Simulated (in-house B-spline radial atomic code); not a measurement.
# Ionising Tc4+ with different functionals

Computed with an all-electron radial atomic-structure program (B-spline basis): four-component Dirac-Coulomb Hamiltonian, Fermi nucleus of rms radius 4.41117 fm, spin-restricted, spherical fractional occupations for the functionals, and exact exchange of hybrids averaged over the configuration. The ionisation energy is the difference of two self-consistent energies, [Kr] 4d3 → [Kr] 4d2, without Breit or QED terms; ε is the level of the shell that loses the electron (mean over j). The electron is taken from both j subshells in proportion to 2j + 1, so the result is a j average, not the step between ground levels.

```csv
method,rung,ΔSCF (eV),-ε(4d) (eV)
BHandHLYP,global hybrid,56.41,53.05
B3LYP,global hybrid,56.60,50.79
LC-wPBE,range-separated hybrid,?,?
wB97X,range-separated hybrid,?,?
```

Question: What does wB97X give?

Answer: ΔSCF 56.37 eV, and -ε(4d) = 53.65 eV.

Question: What does LC-wPBE give?

Answer: ΔSCF 56.57 eV, and -ε(4d) = 54.08 eV.

Question: Among the functionals, which spreads more, the ΔSCF values or the orbital energies?

Answer: The orbital energies: ΔSCF values span about 0.24 eV and the orbital energies 3.29 eV; here energy differences depend much less on the functional than eigenvalues do.

Question: How do they compare with the NIST value?

Answer: NIST lists 57 eV ± 1.9 (tabulated theory, ground level to ground level). Errors run from -0.63 to -0.40 eV; all lie within about twice that uncertainty, so the table can't rank the methods.
